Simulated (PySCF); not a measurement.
# Electronic structure of Ga⁺ (gallium, charge +1) at the UHF level

Configuration: [Ar] 3d10 4s1 5s1, high-spin 3S determinant (an excited configuration). All numbers are calculated (PySCF 2.14, scalar relativity by spin-free X2C-1e, in x2c-QZVPPall with one added diffuse shell each of s, p, d, f type (12s8p6d5f1g, 110 functions)).

| Property | Result |
| --- | --- |
| Total energy | -1941.613203 hartree |
| One-electron energy | -2692.8275 hartree |
| Hartree (Coulomb) energy | 825.4566 hartree |
| Exchange energy | -74.2423 hartree |
| ⟨S²⟩ | 2.0006 |
| ⟨L²⟩ | 0.000 |
| Sum of ⟨r⟩ | 22.69 bohr |
| Sum of ⟨r²⟩ | 53.28 bohr² |
| Langevin diamagnetic susceptibility | -42.2 ×10⁻⁶ cm³/mol |

```csv
shell,electrons,mean orbital energy (hartree),"rms radius, mean of both spins (bohr)"
1s α,1,-384.25195,0.0560
1s β,1,-384.24482,0.0560
2s α,1,-49.81577,0.235
2s β,1,-49.80830,0.235
2p α,3,-43.27016,0.211
2p β,3,-43.26881,0.211
3s α,1,-7.11620,0.699
3s β,1,-7.09607,0.699
3p α,3,-5.05570,0.737
3p β,3,-5.05024,0.737
3d α,5,-1.69747,0.887
3d β,5,-1.69279,0.887
4s α,1,-0.90489,2.28
5s α,1,-0.27485,5.97
```

The outer electron is Rydberg-like, and this basis confines it to a smaller radius and binds it less than a complete one would.

Densities and radii are taken from the X2C orbitals without a picture-change correction, which distorts them close to the nucleus.
